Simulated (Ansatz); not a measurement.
Input for Ansatz (an electronic-structure program): U-CCSD(T)/def2-SVP on H3InSe (SMILES [SeH][InH2]), a point of a bond scan (R = 1.619 Å). Elements past Kr take the def2 small-core potentials; no spin–orbit coupling. The run froze 23 orbitals, filled d shells among them.

Ansatz 0.2 input:
```yaml
crystal:
  periodic: [false, false, false]
  atoms:
    - {symbol: In, position_ang: [0.22339801, 0.01839752, -0.98952239]}
    - {symbol: H, position_ang: [-1.02239165, -0.56246117, -2.02010142]}
    - {symbol: H, position_ang: [1.78075972, 0.62095011, -1.39331669]}
    - {symbol: Se, position_ang: [-0.37150912, -0.04334066, 1.47104518]}
    - {symbol: H, position_ang: [1.05623429, 0.56931054, 1.92582244]}
basis:
  gaussian:
    orbitals: def2-SVP
correlation: {method: ccsd_t, electrons: outside_noble_gas}
scf: {omitted_lower_state_checks: [cluster_reference]}
magnetization: {spin_polarized: true, initial_magnetization: 0}
```

Q: What total energy does the run end on?

A: -2590.7256 hartree (reference determinant -2590.5039, T1 diagnostic 0.014).
